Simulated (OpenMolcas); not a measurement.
# Cu7+: effect of the basis set

```yaml
Program: OpenMolcas
Method: CASSCF
Active_space: 4 electrons in 10 orbitals (3d 4d)
State_averaging: 2S+1 = 5 even, 5 roots; 2S+1 = 3 even, 45 roots; 2S+1 = 1 even, 44 roots
Spin-orbit_coupling: state interaction with AMFI integrals over the reference wave functions, term energies averaged over their components
```

A. ANO-RCC-VTZP [6s5p3d2f1g], DKH2, point nucleus; cost about 40 core-seconds
B. ANO-R2 [6s4p4d2f1g], X2C, finite nucleus; cost roughly 60 core-seconds
C. ANO-RCC-VQZP [7s6p4d3f2g1h], DKH2, point nucleus; cost roughly 50 core-seconds

Energies in cm⁻¹ above 3d⁴ ⁵D₀.

```csv
Level,A,B,C
3d⁴ ⁵D₀,0.0,0.0,0.0
3d⁴ ⁵D₁,389,376,373
3d⁴ ⁵D₂,1121,1086,1079
3d⁴ ⁵D₃,2138,2073,2060
3d⁴ ⁵D₄,3384,3287,3267
3d⁴ ³H₄,36107,36522,36495
3d⁴ ³H₅,36987,37372,37339
3d⁴ ³P₀(1),37397,37924,37911
3d⁴ ³H₆,37884,38241,38202
3d⁴ ³P₁(1),39640,40108,40080
3d⁴ ³F₂(1),41868,42316,42281
3d⁴ ³F₃(1),41872,42332,42299
3d⁴ ³F₄(1),42287,42725,42689
3d⁴ ³P₂(1),43260,43652,43603
3d⁴ ³G₃,46006,46474,46428
3d⁴ ³G₄,46870,47322,47272
3d⁴ ³G₅,47495,47935,47882
3d⁴ ¹I₆,55164,55654,55608
3d⁴ ¹G₄(1),58486,59011,58959
3d⁴ ³D₃,59043,59606,59552
3d⁴ ³D₂,59305,59866,59810
3d⁴ ³D₁,59700,60247,60188
3d⁴ ¹S₀,67481,68075,68020
3d⁴ ¹D₂,71830,72492,72429
```

Among A to C the level of the table that moves most is 3d⁴ ¹D₂, by 660 cm-1 (lowest in A, highest in B).

Without dynamic correlation excited terms often stand tens of per cent too high (terms of higher spin than the ground term too low), and those without a measured partner can miss by more than the paired ones. Active for correlation alone: 4d; no level in the range computed is led by a configuration that fills it, so any true level of that kind is missing. Levels of configurations outside the active space are missing. Levels that lie high or do not pair safely by name in every column are left out.

A number in round brackets counts repeated terms of one configuration in the order of the reference energies.
